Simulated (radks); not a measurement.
Results of a calculation; reference values are marked as such.
These are the eigenvalues of the occupied orbitals of an atom or ion with whole-number occupations (hartree). Code: a radial shooting solver on a logarithmic mesh with Libxc functionals. Model: scalar-relativistic Kohn-Sham, r2SCAN, spin-polarised, spherical densities, finite nucleus; meta-GGA in the generalised Kohn-Sham scheme; Fermi nuclear charge, rms radius of each element as measured or else 0.836 A^(1/3) + 0.57 fm.

orbital  eigenvalue
1s up     -1319.991
1s down   -1319.983
2s up     -209.5419
2s down   -209.5408
2p up     -188.0803
2p down   -188.0756
3s up     -45.52473
3s down   -45.52118
3p up     -38.57485
3p down   -38.56990
3d up     -28.38712
3d down   -28.38184
4s up     -10.40840
4s down   -10.39683
4p up      -8.16973
4p down    -8.15911
4d up      -4.89572
4d down    -4.88057
5s up      -2.95260
5s down    -2.83164
5p up      -2.35908

Which element is it, and in what charge state? The configuration may be excited.

Answer. Z = 55, caesium, charge +5: Cs5+ in [Kr] 4d10 5s2 5p(up 2, down 0). The list shows which subshells hold electrons but not how many an open one holds; the 1s level, -1320 hartree, gives Z - s = 51.4 by -(Z - s)^2/2, which with screening and relativity narrows Z to a few neighbours, and the depths of the outer levels then fix element, charge and occupations together.
